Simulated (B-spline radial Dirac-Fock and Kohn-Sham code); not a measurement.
Binding energies of Cd²⁺ at several levels of theory

System: the Cd²⁺ ion in the configuration [Kr] 4d9 5s1 (not the ground configuration).

The density-functional columns are spherical, spin-unpolarised Dirac-Kohn-Sham results without Breit or QED terms: −ε is minus the orbital energy of the initial state and ΔSCF the difference of two total energies. The reference in the last column comes from Dirac-Fock ΔSCF + Breit + QED. All numbers are from a B-spline atomic structure program, in eV; a selection of levels is shown. The Kohn-Sham columns are given as differences from the reference. For the 1s level of heavy atoms much of the gap between ΔSCF and the reference is the Breit and QED part, -84.0 eV here; for other levels the error of the functional can be larger.

| level | LDA −ε − DF | LDA ΔSCF − DF | Dirac-Fock |
| --- | --- | --- | --- |
| 1s | -244.3 | +75.7 | 26744.9 |
| 2s | -103.9 | -47.6 | 4059.4 |
| 2p1/2 | -76.6 | -6.6 | 3762.9 |
| 2p3/2 | -78.9 | -12.9 | 3573.1 |
| 3s | -50.8 | -31.2 | 807.7 |
| 3p1/2 | -39.8 | -19.7 | 688.6 |
| 3p3/2 | -39.3 | -19.9 | 653.9 |
| 3d3/2 | -22.4 | -1.3 | 445.1 |
| 4p1/2 | -14.0 | -5.0 | 109.2 |
| 4p3/2 | -14.1 | -5.3 | 103.3 |
| 4d | -5.9 | +1.8 | 40.91 |
| 5s | -2.4 | +2.1 | 25.96 |

Values without a named source are computed, but for edge energies of neutral atoms, which are taken from tables.
